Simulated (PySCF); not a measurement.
A calculated (LDA, PySCF 2.14, x2c-TZVPPall with one added diffuse shell each of s, p, d type, scalar relativity by spin-free X2C-1e) atom or ion has these occupied shells.

| shell | electrons | orbital energy (eV) | rms radius, mean of both spins (bohr) |
| --- | --- | --- | --- |
| 1s α | 1 | -62992.6 | 0.0219 |
| 1s β | 1 | -62992.6 | 0.0219 |
| 2s α | 1 | -10733.6 | 0.0886 |
| 2s β | 1 | -10733.6 | 0.0886 |
| 2p α | 3 | -9477.3 | 0.0801 |
| 2p β | 3 | -9477.3 | 0.0801 |
| 3s α | 1 | -2440.8 | 0.227 |
| 3s β | 1 | -2440.8 | 0.227 |
| 3p α | 3 | -2061.8 | 0.228 |
| 3p β | 3 | -2061.8 | 0.228 |
| 3d α | 5 | -1592.3 | 0.208 |
| 3d β | 5 | -1592.3 | 0.208 |
| 4s α | 1 | -493.04 | 0.509 |
| 4s β | 1 | -493.02 | 0.509 |
| 4p α | 3 | -367.96 | 0.542 |
| 4p β | 3 | -367.95 | 0.542 |
| 4d α | 5 | -201.40 | 0.591 |
| 4d β | 5 | -201.37 | 0.591 |
| 5s α | 1 | -71.444 | 1.24 |
| 5s β | 1 | -71.324 | 1.24 |
| 5p α | 3 | -42.223 | 1.47 |
| 5p β | 3 | -42.023 | 1.47 |
| 4f α | 7 | -20.000 | 0.828 |
| 4f β | 7 | -19.941 | 0.828 |
| 6s α | 1 | -12.490 | 3.40 |
| 6p α | 1 | -7.733 | 4.33 |

(1) Name the element and its charge.

Answers

(1) Lu+ (lutetium, charge +1), in [Xe] 4f14 6s1 6p1, high-spin 3P determinant (an excited configuration).
